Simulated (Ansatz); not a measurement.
```yaml
crystal:
  periodic: [false, false, false]
  atoms:
    - {symbol: C, position_ang: [1.174170, -1.510753, 1.681576]}
    - {symbol: C, position_ang: [1.268578, -0.538867, 0.778681]}
    - {symbol: B, position_ang: [0.034782, 0.046958, -0.210149]}
    - {symbol: C, position_ang: [0.052908, 1.231829, -1.078534]}
    - {symbol: C, position_ang: [1.282978, 1.703315, -1.261986]}
    - {symbol: C, position_ang: [-1.194876, -0.764331, 0.028902]}
    - {symbol: C, position_ang: [-2.588565, -0.246557, -0.524902]}
    - {symbol: H, position_ang: [0.089770, -1.885542, 2.097096]}
    - {symbol: H, position_ang: [2.168302, -1.582892, 2.335840]}
    - {symbol: H, position_ang: [2.291806, -0.263076, 0.852552]}
    - {symbol: H, position_ang: [-0.582870, 1.322506, -1.598619]}
    - {symbol: H, position_ang: [1.471667, 2.543915, -1.900099]}
    - {symbol: H, position_ang: [2.200063, 1.710927, -0.621049]}
    - {symbol: H, position_ang: [-1.251013, -1.504743, 0.863610]}
    - {symbol: H, position_ang: [-2.373196, 0.688083, -0.911787]}
    - {symbol: H, position_ang: [-3.620219, -0.603784, -0.170072]}
basis:
  gaussian: {orbitals: def2-SVPD, final_grid: {core_spheres: 20, valence_spheres: 16, degree: 47}}
hamiltonian: {xc: {name: r2SCANh}, dispersion: d4}
scf: {lower_state_search: full}
relax: {f_tol: 0.0001, max_steps: 2}
output: {forces: true}
```

```sh
$ ansatz run in.yaml --threads 2 --pin off --events-out ev --progress --plain --max-ram 32768MiB --backend cuda --devices 0, --max-vram 18GiB
```

Task: How does Ansatz answer? (Estimate.)

Result: Computed: No converged result was reached.
```
Functional definition: r2SCANh
1749 factors; their error is unknown
mean field evaluation 1: about -7016.8132 eV, gradient 6.5e1 eV
mean field evaluation 2: about -7005.6207 eV, gradient 8.7e1 eV
mean field evaluation 4: about -7027.9934 eV, gradient 8.2e0 eV
mean field evaluation 8: about -7028.1828 eV, gradient 4.0e-1 eV
mean field evaluation 16: about -7028.1077 eV, gradient 6.5e-4 eV
mean field -7028.10765394 eV, -258.2781924597 hartree, gradient 7.8e-6 eV, S^2 0.000000; 0 other end points of the search recorded, 0 dependent functions left out
reference -7028.10766963 eV, -258.2781930366 hartree; 25, 25 occupied and 187, 187 virtual orbitals, 1749 factors
relax step   1: F+E_penalty+E_count = -7028.21021738 eV  Δ(F+E_penalty+E_count) = +0.000e0 eV  max|allowed force component| = 1.682e1 eV/Å  Δτ_max = 0.0000 Å  (34 SCF iters, accepted)
1749 factors; their error is unknown
mean field -7033.01317820 eV, -258.4584671514 hartree, gradient 2.7e-5 eV, S^2 0.000000; 0 other end points of the search recorded, 0 dependent functions left out
reference -7033.01319183 eV, -258.4584676521 hartree; 25, 25 occupied and 187, 187 virtual orbitals, 1749 factors
relax step   2: F+E_penalty+E_count = -7033.11553476 eV  Δ(F+E_penalty+E_count) = -4.905e0 eV  max|allowed force component| = 3.373e0 eV/Å  Δτ_max = 0.1947 Å  (35 SCF iters, accepted)
Error: geometry relaxation did not converge after 2 steps: max|allowed force component| = 3.37e0 eV/Å (threshold 1.0e-4). Raise `relax.max_steps` over both its present limit and 2, loosen `relax.f_tol`, or start from a geometry closer to equilibrium. Where this run's directory can be resumed (`checkpoint.write`), a resume goes on for up to `relax.max_steps` more
```
